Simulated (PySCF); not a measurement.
Cd(I)(NH2) (CdH2IN), SMILES [NH2][Cd][I].

Geometry: PBE0-D3(BJ)/def2-TZVP. The def2 effective core potentials stand for the cores of Cd, I; spin–orbit coupling is left out. Other conformers were not sampled.

These are TDA-M06-2X/def2-SVPD in PySCF values and carry that method's errors.

Vertical excitations. The molecule is in vacuum. State labels are in the subgroup Cs.

Computed excitation energies, oscillator strengths and character:
```
state  symmetry  energy (eV)  λ (nm)      f                                                               main pairs
-----  --------  -----------  ------  -----  -----------------------------------------------------------------------
S1           A'         4.76     261  0.048                                                           HOMO→LUMO 88 %
S2           A"         5.05     246  0.025                                                         HOMO−1→LUMO 96 %
S3           A'         5.18     239  0.073                                                         HOMO−2→LUMO 86 %
S4           A"         5.59     222  0.005                                                         HOMO→LUMO+1 91 %
S5           A"         5.97     208  0.003                                                       HOMO−2→LUMO+1 86 %
S6           A'         6.02     206  0.002                                     HOMO−1→LUMO+1 69 %, HOMO→LUMO+2 25 %
S7           A'         6.12     203  0.023                   HOMO→LUMO+2 54 %, HOMO−3→LUMO 25 %, HOMO−1→LUMO+1 13 %
S8           A"         6.20     200  0.000                                                       HOMO−1→LUMO+2 92 %
S9           A'         6.47     192  0.035                                                       HOMO−2→LUMO+2 78 %
S10          A'         7.17     173  0.051  HOMO→LUMO+3 39 %, HOMO→LUMO+6 10 %, HOMO−2→LUMO+7 10 %, HOMO→LUMO+7 9 %
T1           A'         4.10     303      0                                         HOMO→LUMO 68 %, HOMO−2→LUMO 26 %
T2           A"         4.77     260      0                                                         HOMO−1→LUMO 94 %
T3           A'         4.79     259      0                                         HOMO−2→LUMO 66 %, HOMO→LUMO 27 %
T4           A"         5.51     225      0                                                         HOMO→LUMO+1 89 %
```
Triplets are in the Tamm–Dancoff approximation.
